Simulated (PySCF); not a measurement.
Ta(S)(F)2(OH) (F₂HOSTa), SMILES [F][Ta]([F])([OH])=[S], multiplicity 1. Atoms are numbered in the order given.

```xyz
6

Ta    -0.0126    -0.1688     0.0000
S     -0.0291     2.0082     0.0000
F     -0.8678    -0.7626    -1.5746
F     -0.8678    -0.7626     1.5746
O      1.7949    -0.7286     0.0000
H      2.6445    -0.2534     0.0000
```

Geometry optimised at PBE-D3(BJ)/def2-SVP. The spin state was assumed, not searched. The structure was generated by enumeration; whether it is a known compound was not checked. The def2 effective core potentials stand for the cores of Ta; spin–orbit coupling is left out. The values are those of a single conformer.

These are PBE-D3(BJ)/def2-SVP (PySCF 2.14.0) values and carry that method's errors.

Frequencies are harmonic and unscaled.

**Question.** Give all harmonic wavenumbers and intensities. (Estimate from the structure and the level; the computed values follow.)

**Answer.** 
| mode | ν (cm⁻¹) | IR (km/mol) | moving atoms (share of kinetic energy) |
|---|---|---|---|
| 1 | 156 | 11.2 | F 78 %, Ta 15 % |
| 2 | 163 | 0.0 | F 31 %, O 26 %, S 17 %, Ta 16 %, H 10 % |
| 3 | 180 | 6.0 | F 58 %, S 25 % |
| 4 | 185 | 0.0 | F 58 %, O 21 %, S 19 % |
| 5 | 191 | 1.6 | O 47 %, F 22 %, H 12 %, Ta 10 %, S 10 % |
| 6 | 377 | 116.2 | H 84 %, O 14 % |
| 7 | 496 | 182.2 | H 76 %, O 22 % |
| 8 | 530 | 56.6 | S 82 %, Ta 17 % |
| 9 | 675 | 83.5 | F 93 % |
| 10 | 681 | 103.8 | F 85 %, Ta 14 % |
| 11 | 729 | 65.7 | O 80 %, H 11 %, Ta 10 % |
| 12 | 3770 | 250.6 | H 94 % |
